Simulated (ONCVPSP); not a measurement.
## Varying the ONCV potential for N

Base potential:

ONCVPSP 4.0.1 input, shortened (lines: element, Z, core and valence counts, functional; n l f; lmax; l rc ep ncon nbas qcut; lloc lpopt rc5 dvloc0; l nproj debl; icmod fcfact rcfact), PBE, non-relativistic:

```
  N 7.00    1    2        4      upf
    1    0    2.00
    2    0    2.00
    2    1    3.00
    2
    0    1.05    0.00    4    8    4.80
    1    2.00    0.00    4    7    6.10
    2    2.10    0.41    5    9    4.30
    4    3    0.75    6.00
    0    2    3.20
    1    3    3.90
    2    1    0.80
    0    0.00    0.00
```

Cutoffs, loose and tight: the cutoffs (Ha) at which the residual kinetic energy of the hardest occupied pseudo-wave falls to 1 and 0.1 mHa per electron. They do not see the model core or the augmentation charge, which bear on the density cutoff. Test errors are all-electron minus pseudo excitation energies from the reference, over the configurations 2s2 2p2; 2s2 2p1; 2s2 2p0; 2s1 2p3. A dash means not determined; rows that change the core or the reference have their own tests.

| change | outcome | cutoff, loose | cutoff, tight | bound ghosts | GHOST(+) flags above zero | largest test error (meV) |
| --- | --- | --- | --- | --- | --- | --- |
| base | generated | 125 Ha | 158 Ha | none | none | +2060 |
| all radii scaled by about 0.87 (s 0.92, p 1.74, d 1.82 bohr); local potential polynomial inside 0.66 bohr (lpopt 3, dvloc0 6 Ha) | generated | 164 Ha | 206 Ha | none | none | +1459 |
| d: qcut 6.2 | generated | 125 Ha | 158 Ha | none | none | +2060 |
| reference 2s2 2p2 | generated | 128 Ha | 160 Ha | none | none | +1437 |
| s: qcut 6.3; p: qcut 8; d: qcut 5.7 | generated | 40 Ha | 144 Ha | none | none | +1429 |
| p: qcut 9.4 | generated | 125 Ha | 158 Ha | none | none | +1137 |
| local potential polynomial inside 0.75 bohr (lpopt 3, dvloc0 10 Ha) | generated | 125 Ha | 158 Ha | none | none | +2060 |
| d: rc 3.14 | generated | 125 Ha | 158 Ha | none | none | +2060 |

**Question.** What comes out with this change to the base: s: rc 1.04?

**Answer.** outcome: generated; cutoff, loose: 127 Ha; cutoff, tight: 161 Ha; bound ghosts: none; GHOST(+) flags above zero: none; largest test error (meV): +2060.
